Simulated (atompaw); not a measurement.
# What one change does to a pseudopotential (phosphorus, PAW (atompaw))

```json
{"Element": "P", "Generator": "atompaw 4.2.0.5", "Type": "PAW", "Functional": "LDA (PW92)", "Relativity": "scalar-relativistic", "Frozen core": "[Ne]", "Valence charge": "5", "Reference configuration": "3s2 3p1 (charge +2)", "Partial waves": "3s (bound): rc 1.85 bohr; 3s channel at -2 Ry: rc 1.60 bohr; 3p (bound): rc 1.85 bohr; 3p channel at -1.2 Ry: rc 1.85 bohr", "Local potential": "troulliermartins scheme with l = 2 at 0 Ry, radius 1.60 bohr", "Core correction": "smooth core density matched at 1.80 bohr", "Augmentation charge": "sinc compensation charge, radius 1.45 bohr; PAW radius 1.85 bohr; waves and projectors: custom rrkj gramschmidtortho"}
```

Change: functional PBE.

Cutoffs: the cutoffs (Ry, on a coarse ladder) from which the occupation-weighted sum of valence levels, in a spherical-Bessel basis at the reference potential, stays within 10 and 1 mRy of its value at 400 Ry; they do not see the model core or the augmentation charge, which bear on the density cutoff.

**Question.** What does the change do?

**Answer.** The potential gets harder (12 Ry and 18 Ry → 12 Ry and 21 Ry); neither file shows a bound ghost.

| quantity | base | changed |
| --- | --- | --- |
| cutoff, loose | 12 Ry | 12 Ry |
| cutoff, tight | 18 Ry | 21 Ry |
| bound ghosts | none | none |
| s: phases at 1.86 bohr within 0.05 rad from the reference energy up to (Ry; the scan ends near 5) | 0.4 | 0.3 |
| p: phases at 1.86 bohr within 0.05 rad from the reference energy up to (Ry; the scan ends near 5) | 4.8 | 4.8 |
| lowest overlap eigenvalue by channel | s 0.09, p 0.73 | s 0.07, p 0.72 |

 The cutoffs see the waves, projectors and local potential, not the compensation charge or the core.
